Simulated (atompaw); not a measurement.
**Logarithmic derivatives: Mn (Z = 25), PAW (atompaw)**

Mn (Z = 25), PAW, made with atompaw 4.2.0.5 (LDA (PW92), scalar-relativistic). Core [Ar], reference 3d5 4s1 4p1. Waves: 4s (bound): rc 2.75 bohr; 4s channel at 0.8 Ry: rc 2.75 bohr; 4p (bound): rc 2.75 bohr; 4p channel at 0.65 Ry: rc 2.75 bohr; 3d (bound): rc 1.95 bohr; 3d channel at 0.25 Ry: rc 1.95 bohr. Local part: troulliermartins scheme with l = 3 at -0.5 Ry, radius 2.10 bohr. Core correction: smooth core density matched at 1.65 bohr. Augmentation charge: gaussian compensation charge, radius 2.00 bohr; PAW radius 2.75 bohr; waves and projectors: custom polynom2 7 10 vanderbiltortho.

The phase is arctan(r·u′/u) with u = r·R(r), unwrapped; energies in Ry, scanned from -3 to 5 Ry. A pole is an energy at which the radial function vanishes at the test radius. The pseudo phase is shifted by a multiple of π to meet the all-electron one at the reference energy, and phase errors are pseudo minus all-electron; the curves can meet again beyond the range given. Levels narrower than the energy grid can be missing from the lists of poles.

```tsv
channel	radius (bohr)	reference energy (Ry)	poles, all-electron	poles, pseudo	unbroken range about the reference energy with phases within 0.05 rad	phase error 1 Ry above the reference energy (rad)
s	2.76	-0.46	1.08	1.07, 1.35	below 1.3	-0.000
p	2.76	-0.16	1.97	1.95, 4.46	below 3.1	-0.000
d	2.76	-0.63	-0.52, 3.52	-0.52, 3.68	below 4.9	+0.000
```

Phases in the s channel:

```tsv
E (Ry)	all-electron	pseudo
-3.00	1.320	1.318
-2.52	1.284	1.282
-2.04	1.228	1.227
-1.56	1.127	1.126
-1.08	0.887	0.886
-0.60	0.023	0.023
-0.12	-1.082	-1.082
0.36	-1.401	-1.402
0.84	-1.530	-1.530
1.32	-1.606	-4.626
1.80	-1.667	-4.801
2.28	-1.727	-4.856
2.76	-1.803	-4.920
3.24	-1.924	-5.010
3.72	-2.190	-5.173
4.20	-3.009	-5.588
4.68	-4.022	-6.652
```
